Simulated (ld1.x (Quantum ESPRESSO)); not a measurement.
**u(r) = r·R(r): atom against pseudo-atom (Mo)**

Columns: radius, all-electron u(r) and pseudo u(r) of the 4s shell (level -92.70 eV) of molybdenum in the configuration [Ar] 3d10 4s2 4p6 4d3 5s0 5p0; PBEsol, non-relativistic, RRKJ scheme, ld1.x (Quantum ESPRESSO) 7.5.

```tsv
r (bohr)	all-electron	pseudo
0.108	-0.3842	-0.1189
0.215	0.2023	-0.2408
0.322	0.5946	-0.3691
0.430	0.4023	-0.5041
0.538	-0.0480	-0.6397
0.645	-0.4898	-0.7664
0.752	-0.8182	-0.8754
0.860	-1.0148	-0.9573
0.968	-1.0942	-1.0027
1.075	-1.0879	-1.0080
1.182	-1.0264	-0.9745
1.290	-0.9326	-0.9073
1.398	-0.8245	-0.8164
1.505	-0.7151	-0.7142
1.612	-0.6104	-0.6110
1.720	-0.5137	-0.5138
1.828	-0.4278	-0.4278
1.935	-0.3538	-0.3538
2.042	-0.2906	-0.2906
2.150	-0.2367	-0.2367
2.258	-0.1918	-0.1918
2.365	-0.1550	-0.1550
2.472	-0.1248	-0.1248
2.580	-0.0999	-0.0999
2.688	-0.0798	-0.0798
2.795	-0.0636	-0.0636
```

How many radial nodes do the two functions have?

The all-electron 4s function has n − l − 1 = 3 (the table is too coarse to show those close to the nucleus); the pseudo-wave has 0, since the states of the same l below it are removed with the core.

At about which radius was the pseudo-wave matched?

1.80 bohr, where the columns begin to agree (steps of 0.11 bohr).

Is the pseudo-wave norm-conserving?

Yes: the RRKJ scheme keeps the norm inside the radius equal to the all-electron one, which fixes the energy derivative of the logarithmic derivative at the level.
